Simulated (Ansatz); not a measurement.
```yaml
crystal:
  periodic: [false, false, false]
  atoms:
    - {symbol: Au, position_ang: [-0.741667, 1.109555, 1.109750]}
    - {symbol: Au, position_ang: [0.282833, -0.502694, -1.637201]}
    - {symbol: O, position_ang: [0.458833, -0.606861, 0.527452]}
basis:
  gaussian: {orbitals: def2-mTZVP, point_charges: [{charge: 0.50, position_ang: [3.643, 0.583, 0.503]}]}
hamiltonian: {xc: {name: wPBEh}}
scf: {omitted_lower_state_checks: [starts]}
output: {forces: true}
```

```sh
$ ansatz run in.yaml --threads 2 --pin off --events-out ev --progress --plain --max-ram 4352MiB
```

Output, abridged:

```
Functional definition: wPBEh
1068 factors; integrals over basis functions are off by at most 2.0e-4 eV
76 factors; integrals over basis functions are off by at most 3.0e-6 eV
mean field evaluation 1: about -9419.6133 eV, gradient 6.9e1 eV
mean field evaluation 2: about -9248.8504 eV, gradient 1.7e2 eV
mean field evaluation 4: about -9428.5605 eV, gradient 2.2e1 eV
mean field evaluation 8: about -9429.9103 eV, gradient 1.1e0 eV
mean field evaluation 16: about -9429.9129 eV, gradient 8.1e-4 eV
mean field -9429.91289948 eV, -346.5429072315 hartree, gradient 4.8e-5 eV, S^2 0.000000; 0 other end points of the search recorded, 0 dependent functions left out
reference -9429.91294271 eV, -346.5429088199 hartree; 23, 23 occupied and 73, 73 virtual orbitals, 1068 factors
Total energy: -9429.91294271 eV, -346.5429088199 hartree
Atom 0 at    -0.741667     1.109555     1.109750 Å, force     1.137351    -1.676537    -0.712334 eV/Å
Atom 1 at     0.282833    -0.502694    -1.637201 Å, force     0.062242    -0.000463     2.178818 eV/Å
Atom 2 at     0.458833    -0.606861     0.527452 Å, force    -0.992288     1.771461    -1.485619 eV/Å
Dipole moment:    -0.572340     0.468322    -0.432520 e Å
Checks for a lower state left out: starts
```

Run time 3.1 s (2 threads of Arm Neoverse V1 on a shared host).

In the def2 sets Au takes a core potential; there is no spin–orbit coupling.
